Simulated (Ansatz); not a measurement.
Level of theory: B3LYP-D3(BJ)/def2-TZVP (Ansatz, an electronic-structure program). No frequencies were computed at this level.

Ansatz 0.2 input:
```yaml
crystal:
  periodic: [false, false, false]
  atoms:
    - { symbol: N, position_ang: [-1.176774, -0.117792, -0.001052] }
    - { symbol: B, position_ang: [0.048195, 0.120613, -0.098356] }
    - { symbol: O, position_ang: [1.344492, 0.247836, -0.26804] }
    - { symbol: H, position_ang: [-2.146331, 0.032449, 0.104574] }
    - { symbol: H, position_ang: [1.930417, -0.283105, 0.262875] }
basis:
  gaussian: { orbitals: def2-tzvp }
hamiltonian:
  xc: b3lyp
  dispersion: d3bj
relax:
  max_steps: 150
```

Output:

```
Functional definition: B3LYP
563 factors; their error is unknown
mean field evaluation 1: about -4237.5332 eV, gradient 8.1e1 eV
mean field evaluation 2: about -4215.1141 eV, gradient 1.2e2 eV
mean field evaluation 4: about -4248.7719 eV, gradient 1.1e1 eV
mean field evaluation 8: about -4248.9510 eV, gradient 2.6e-1 eV
mean field -4248.95106277 eV, -156.1460715143 hartree, gradient 3.4e-5 eV, S^2 0.000000; 0 other end points of the search recorded, 0 dependent functions left out
reference -4248.95126174 eV, -156.1460788262 hartree; 11, 11 occupied and 94, 94 virtual orbitals, 563 factors
relax step   1: F+E_penalty+E_count = -4249.04728861 eV  Δ(F+E_penalty+E_count) = +0.000e0 eV  max|allowed force component| = 1.310e0 eV/Å  Δτ_max = 0.0000 Å  (27 SCF iters, accepted)
these checks for a lower state are left out or cut short: starts, cluster_reference, orbital_swaps, neighbouring_geometries, increment
563 factors; their error is unknown
mean field evaluation 16: about -4248.6764 eV, gradient 1.0e1 eV
mean field -4248.93563342 eV, -156.1455044962 hartree, gradient 2.0e-5 eV, S^2 0.000000; 0 other end points of the search recorded, 0 dependent functions left out
reference -4248.93583405 eV, -156.1455118691 hartree; 11, 11 occupied and 94, 94 virtual orbitals, 563 factors
relax step   2: F+E_penalty+E_count = -4249.03168517 eV  Δ(F+E_penalty+E_count) = +1.560e-2 eV  max|allowed force component| = 1.414e0 eV/Å  Δτ_max = 0.1339 Å  (31 SCF iters, rejected (line search))
these checks for a lower state are left out or cut short: starts, cluster_reference, orbital_swaps, neighbouring_geometries, increment
563 factors; their error is unknown
mean field -4248.96392291 eV, -156.1465441157 hartree, gradient 1.8e-5 eV, S^2 0.000000; 0 other end points of the search recorded, 0 dependent functions left out
reference -4248.96412219 eV, -156.1465514390 hartree; 11, 11 occupied and 94, 94 virtual orbitals, 563 factors
relax step   3: F+E_penalty+E_count = -4249.06008435 eV  Δ(F+E_penalty+E_count) = -1.280e-2 eV  max|allowed force component| = 7.085e-1 eV/Å  Δτ_max = 0.0654 Å  (30 SCF iters, accepted)
these checks for a lower state are left out or cut short: starts, cluster_reference, orbital_swaps, neighbouring_geometries, increment
563 factors; their error is unknown
mean field evaluation 32: about -4248.9670 eV, gradient 2.7e-1 eV
mean field -4248.96712704 eV, -156.1466618654 hartree, gradient 1.8e-5 eV, S^2 0.000000; 0 other end points of the search recorded, 0 dependent functions left out
reference -4248.96732688 eV, -156.1466692094 hartree; 11, 11 occupied and 94, 94 virtual orbitals, 563 factors
relax step   4: F+E_penalty+E_count = -4249.06320546 eV  Δ(F+E_penalty+E_count) = -3.121e-3 eV  max|allowed force component| = 7.347e-1 eV/Å  Δτ_max = 0.0370 Å  (30 SCF iters, accepted)
these checks for a lower state are left out or cut short: starts, cluster_reference, orbital_swaps, neighbouring_geometries, increment
563 factors; their error is unknown
mean field -4248.96511657 eV, -156.1465879819 hartree, gradient 1.4e-5 eV, S^2 0.000000; 0 other end points of the search recorded, 0 dependent functions left out
reference -4248.96531366 eV, -156.1465952248 hartree; 11, 11 occupied and 94, 94 virtual orbitals, 563 factors
relax step   5: F+E_penalty+E_count = -4249.06142120 eV  Δ(F+E_penalty+E_count) = +1.784e-3 eV  max|allowed force component| = 1.247e0 eV/Å  Δτ_max = 0.0976 Å  (32 SCF iters, rejected (line search))
these checks for a lower state are left out or cut short: starts, cluster_reference, orbital_swaps, neighbouring_geometries, increment
563 factors; their error is unknown
mean field -4248.97582775 eV, -156.1469816104 hartree, gradient 2.2e-5 eV, S^2 0.000000; 0 other end points of the search recorded, 0 dependent functions left out
reference -4248.97602682 eV, -156.1469889262 hartree; 11, 11 occupied and 94, 94 virtual orbitals, 563 factors
relax step   6: F+E_penalty+E_count = -4249.07187558 eV  Δ(F+E_penalty+E_count) = -8.670e-3 eV  max|allowed force component| = 4.231e-1 eV/Å  Δτ_max = 0.0488 Å  (31 SCF iters, accepted)
these checks for a lower state are left out or cut short: starts, cluster_reference, orbital_swaps, neighbouring_geometries, increment
563 factors; their error is unknown
mean field -4248.97980878 eV, -156.1471279108 hartree, gradient 9.2e-6 eV, S^2 0.000000; 0 other end points of the search recorded, 0 dependent functions left out
reference -4248.98000671 eV, -156.1471351844 hartree; 11, 11 occupied and 94, 94 virtual orbitals, 563 factors
relax step   7: F+E_penalty+E_count = -4249.07582711 eV  Δ(F+E_penalty+E_count) = -3.952e-3 eV  max|allowed force component| = 1.098e-1 eV/Å  Δτ_max = 0.0748 Å  (31 SCF iters, accepted)
these checks for a lower state are left out or cut short: starts, cluster_reference, orbital_swaps, neighbouring_geometries, increment
563 factors; their error is unknown
mean field evaluation 64: about -4248.9798 eV, gradient 2.3e-5 eV
mean field -4248.97981677 eV, -156.1471282045 hartree, gradient 2.3e-5 eV, S^2 0.000000; 0 other end points of the search recorded, 0 dependent functions left out
reference -4248.98001454 eV, -156.1471354723 hartree; 11, 11 occupied and 94, 94 virtual orbitals, 563 factors
relax step   8: F+E_penalty+E_count = -4249.07581511 eV  Δ(F+E_penalty+E_count) = +1.201e-5 eV  max|allowed force component| = 8.697e-2 eV/Å  Δτ_max = 0.0219 Å  (31 SCF iters, rejected (line search))
these checks for a lower state are left out or cut short: starts, cluster_reference, orbital_swaps, neighbouring_geometries, increment
563 factors; their error is unknown
mean field -4248.98021838 eV, -156.1471429633 hartree, gradient 2.3e-5 eV, S^2 0.000000; 0 other end points of the search recorded, 0 dependent functions left out
reference -4248.98041641 eV, -156.1471502407 hartree; 11, 11 occupied and 94, 94 virtual orbitals, 563 factors
relax step   9: F+E_penalty+E_count = -4249.07619538 eV  Δ(F+E_penalty+E_count) = -3.683e-4 eV  max|allowed force component| = 6.667e-2 eV/Å  Δτ_max = 0.0109 Å  (32 SCF iters, accepted)
these checks for a lower state are left out or cut short: starts, cluster_reference, orbital_swaps, neighbouring_geometries, increment
563 factors; their error is unknown
mean field -4248.98058073 eV, -156.1471562793 hartree, gradient 2.3e-5 eV, S^2 0.000000; 0 other end points of the search recorded, 0 dependent functions left out
reference -4248.98077909 eV, -156.1471635688 hartree; 11, 11 occupied and 94, 94 virtual orbitals, 563 factors
relax step  10: F+E_penalty+E_count = -4249.07651047 eV  Δ(F+E_penalty+E_count) = -3.151e-4 eV  max|allowed force component| = 3.030e-2 eV/Å  Δτ_max = 0.0233 Å  (31 SCF iters, accepted)
these checks for a lower state are left out or cut short: starts, cluster_reference, orbital_swaps, neighbouring_geometries, increment
563 factors; their error is unknown
mean field -4248.98060707 eV, -156.1471572472 hartree, gradient 2.3e-5 eV, S^2 0.000000; 0 other end points of the search recorded, 0 dependent functions left out
reference -4248.98080558 eV, -156.1471645424 hartree; 11, 11 occupied and 94, 94 virtual orbitals, 563 factors
relax step  11: F+E_penalty+E_count = -4249.07653853 eV  Δ(F+E_penalty+E_count) = -2.806e-5 eV  max|allowed force component| = 7.066e-2 eV/Å  Δτ_max = 0.0095 Å  (33 SCF iters, accepted)
these checks for a lower state are left out or cut short: starts, cluster_reference, orbital_swaps, neighbouring_geometries, increment
563 factors; their error is unknown
mean field -4248.98064552 eV, -156.1471586604 hartree, gradient 2.3e-5 eV, S^2 0.000000; 0 other end points of the search recorded, 0 dependent functions left out
reference -4248.98084411 eV, -156.1471659584 hartree; 11, 11 occupied and 94, 94 virtual orbitals, 563 factors
relax step  12: F+E_penalty+E_count = -4249.07657036 eV  Δ(F+E_penalty+E_count) = -3.183e-5 eV  max|allowed force component| = 2.950e-2 eV/Å  Δτ_max = 0.0097 Å  (33 SCF iters, accepted)
these checks for a lower state are left out or cut short: starts, cluster_reference, orbital_swaps, neighbouring_geometries, increment
563 factors; their error is unknown
mean field evaluation 96: about -4248.9807 eV, gradient 6.1e-5 eV
mean field -4248.98065347 eV, -156.1471589525 hartree, gradient 2.3e-5 eV, S^2 0.000000; 0 other end points of the search recorded, 0 dependent functions left out
reference -4248.98085205 eV, -156.1471662501 hartree; 11, 11 occupied and 94, 94 virtual orbitals, 563 factors
relax step  13: F+E_penalty+E_count = -4249.07657635 eV  Δ(F+E_penalty+E_count) = -5.987e-6 eV  max|allowed force component| = 7.222e-3 eV/Å  Δτ_max = 0.0006 Å  (34 SCF iters, accepted)
563 factors; their error is unknown
mean field -4248.98065347 eV, -156.1471589525 hartree, gradient 2.3e-5 eV, S^2 0.000000; 1 other end points of the search recorded, 0 dependent functions left out
reference -4248.98085205 eV, -156.1471662501 hartree; 11, 11 occupied and 94, 94 virtual orbitals, 563 factors
Total energy: -4249.07677492 eV, -156.1506913507 hartree
Atom 0 at    -1.181833     0.007922     0.006752 Å, force    -0.003145    -0.000380     0.001720 eV/Å
Atom 1 at     0.048388     0.098269    -0.116293 Å, force    -0.001078    -0.000176    -0.000990 eV/Å
Atom 2 at     1.366592     0.229432    -0.294117 Å, force    -0.001979     0.001238    -0.000979 eV/Å
Atom 3 at    -2.163803    -0.052635     0.111597 Å, force     0.007222     0.000364    -0.001009 eV/Å
Atom 4 at     1.930654    -0.282987     0.292061 Å, force    -0.001020    -0.001046     0.001258 eV/Å
Dipole moment:     0.211032    -0.187516     0.221693 e Å
```

Cost: about 19 core-seconds (a rough figure).
